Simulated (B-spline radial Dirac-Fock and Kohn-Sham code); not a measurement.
**X-ray lines that fill the 2s vacancy in Cr⁹⁺**

System: the Cr⁹⁺ ion, [Ne] 3s2 3p3.

Calculated with a B-spline atomic structure program, using independent-particle rates on relativistic LDA orbitals of the hole state (multipoles up to L = 3, Coulomb Auger matrix elements, transition energies from Dirac-Fock).

| line | multipole | energy (eV) | width (meV) | share (%) |
| --- | --- | --- | --- | --- |
| L1-L2 | E1 | – | 0.0249 | 1.64 |
| L1-L3 | E1 | 122.8 | 0.0602 | 3.96 |
| L1-M2 | E1 | 695.7 | 0.493 | 32.5 |
| L1-M3 | E1 | 697.1 | 0.940 | 61.9 |

The listed lines hold 100.0 % of the radiative rate. A dash stands for an energy that rests on an unreliable hole state. The radiative width is 0.00152 eV in the length form and 0.00146 eV in the velocity form; the two differ because the transition energies are not eigenvalue differences of the potential that gave the orbitals.
